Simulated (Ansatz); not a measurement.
Vertical singlet–triplet gap (eV) of eight halogen compounds: PBE beside CAM-B3LYP, computed with Ansatz (an electronic-structure program) for isolated molecules in the bases named; differences from unrounded values. The eight are the first of their class met in an unordered collection, after screening for sound electronic states; none was chosen by its value. Functionals give these values as differences of separate SCF runs (ΔSCF), EOM-CCSD as a root; each molecule has one DFT geometry for both levels.

```
molecule                                                          basis  CAM-B3LYP   PBE  difference
------------------------------------------------------------  ---------  ---------  ----  ----------
(E)-1-bromo-2-fluoroprop-1-ene (C3H4BrF), SMILES Br/C=C(\C)F  def2-SVPD       4.09  4.09        0.01
C₄H₅F, SMILES C#C[C@H](C)F                                    def2-SVPD       5.44  5.40       -0.04
1-bromo-1,1-difluoroethane (C2H3BrF2), SMILES CC(F)(F)Br      def2-SVPD       5.67  5.63       -0.04
1,1-dichloroprop-1-ene (C3H4Cl2), SMILES ClC(Cl)=CC           def2-SVPD       3.92  3.94        0.01
CBrCl3, SMILES ClC(Cl)(Cl)Br                                  def2-SVPD       4.58  4.14       -0.44
C4H7F, SMILES C=C[C@H](C)F                                    def2-SVPD       4.30  4.38        0.08
C3H3Cl2F, SMILES C/C(Cl)=C(\F)Cl                              def2-SVPD       3.91  3.94        0.03
C3H7Cl, SMILES CCCCl                                          def2-SVPD       6.88  6.50       -0.38
```

PBE lies below CAM-B3LYP in 4 and above it in 4 of the eight; the mean signed difference is -0.10 and the largest -0.44 eV.
